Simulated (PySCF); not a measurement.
C₄H₁₃AlSi, SMILES C[SiH2][CH2][Al]([CH3])[CH3], GFN2-xTB optimised geometry.

```
19

Si    -1.40    -1.41     0.00
C     -1.96     0.41     0.00
C      0.50    -1.41     0.00
Al     1.17     0.09     1.15
C      2.10     1.63     0.29
C      0.84     0.01     3.12
H     -1.97    -2.08    -1.18
H     -1.94    -2.07     1.20
H     -3.03     0.51     0.14
H     -1.70     0.90    -0.93
H     -1.47     0.95     0.81
H      0.85    -1.26    -1.03
H      0.85    -2.40     0.30
H      1.49     2.11    -0.48
H      3.03     1.33    -0.20
H      2.37     2.40     1.02
H      0.27    -0.88     3.40
H      0.28     0.88     3.49
H      1.77    -0.01     3.70
```

Density from CAM-B3LYP/def2-SVP run with PySCF 2.14.0 at that geometry.

Minimum of the electron density along straight lines between bonded atoms, close to the bond critical point (lines longer than 1.1 times the sum of covalent radii, or with two minima, are not listed):

| bond | length / Å | ρ at the minimum / e bohr⁻³ | ∇²ρ there / e bohr⁻⁵ | position (fraction from the first atom) |
|---|---|---|---|---|
| Si1–C2 | 1.899 | 0.111 | 0.34 | 0.38 |
| Si1–C3 | 1.902 | 0.110 | 0.30 | 0.38 |
| C3–Al4 | 2.002 | 0.076 | 0.30 | 0.60 |
| Al4–C5 | 1.993 | 0.079 | 0.30 | 0.40 |
| Al4–C6 | 1.993 | 0.079 | 0.30 | 0.40 |
| Si1–H7 | 1.474 | 0.115 | 0.33 | 0.49 |
| Si1–H8 | 1.472 | 0.116 | 0.33 | 0.49 |
| C2–H9 | 1.085 | 0.273 | -1.00 | 0.63 |
| C2–H10 | 1.086 | 0.272 | -0.99 | 0.63 |
| C2–H11 | 1.091 | 0.267 | -0.92 | 0.62 |
| C3–H12 | 1.097 | 0.261 | -0.88 | 0.62 |
| C3–H13 | 1.095 | 0.262 | -0.89 | 0.62 |
| C5–H14 | 1.096 | 0.264 | -0.91 | 0.62 |
| C5–H15 | 1.096 | 0.263 | -0.91 | 0.62 |
| C5–H16 | 1.096 | 0.265 | -0.92 | 0.62 |
| C6–H17 | 1.096 | 0.265 | -0.93 | 0.62 |
| C6–H18 | 1.096 | 0.264 | -0.91 | 0.62 |
| C6–H19 | 1.096 | 0.263 | -0.91 | 0.62 |
